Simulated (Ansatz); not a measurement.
This geometry of C₂H₇BO (11 atoms, charge 0, multiplicity 1) is a first-order saddle point.

Level of theory: Ansatz, RKS revPBE-D4/6-31G*.

```xyz
11
Properties=species:S:1:pos:R:3
B -0.534 1.840 0.612
O 0.411 0.890 0.398
C 0.086 -0.522 0.421
C 0.492 -1.179 -0.915
H -1.688 1.533 0.836
H -0.153 2.984 0.563
H 0.647 -0.956 1.267
H -0.992 -0.644 0.627
H 0.879 -0.405 -1.598
H 1.284 -1.934 -0.781
H -0.366 -1.666 -1.407
```

Which two structures does it join? (They come from a converged band through this point; their orientation in space is the band's.)

No bond is made or broken. The dihedral O2–C3–C4–H9 goes from -64 to 56°. The two ends are copies of one structure, up to a mirror image or an exchange of like atoms.

Initial state:

```xyz
11
Properties=species:S:1:pos:R:3
B -0.363 1.827 0.640
O 0.442 0.734 0.679
C -0.078 -0.590 0.414
C 0.490 -1.111 -0.904
H -1.549 1.717 0.404
H 0.172 2.889 0.852
H 0.240 -1.227 1.258
H -1.183 -0.562 0.391
H 0.149 -0.486 -1.748
H 1.592 -1.098 -0.884
H 0.154 -2.148 -1.081
```

Final state:

```xyz
11
Properties=species:S:1:pos:R:3
B -0.533 1.804 0.578
O 0.434 0.852 0.529
C 0.098 -0.554 0.460
C 0.486 -1.109 -0.908
H -1.707 1.497 0.592
H -0.151 2.949 0.608
H 0.669 -1.053 1.263
H -0.981 -0.692 0.658
H 1.556 -0.933 -1.108
H 0.296 -2.195 -0.946
H -0.102 -0.623 -1.705
```

How far does it lie above each of them?

14.3 kJ/mol above the first and 14.3 kJ/mol above the second. This is the barrier of this one path; another mechanism may lie lower.

Time of the run: 2.5 min on 1 thread of Arm Neoverse V2, on a shared host, peak memory 0.11 GiB.
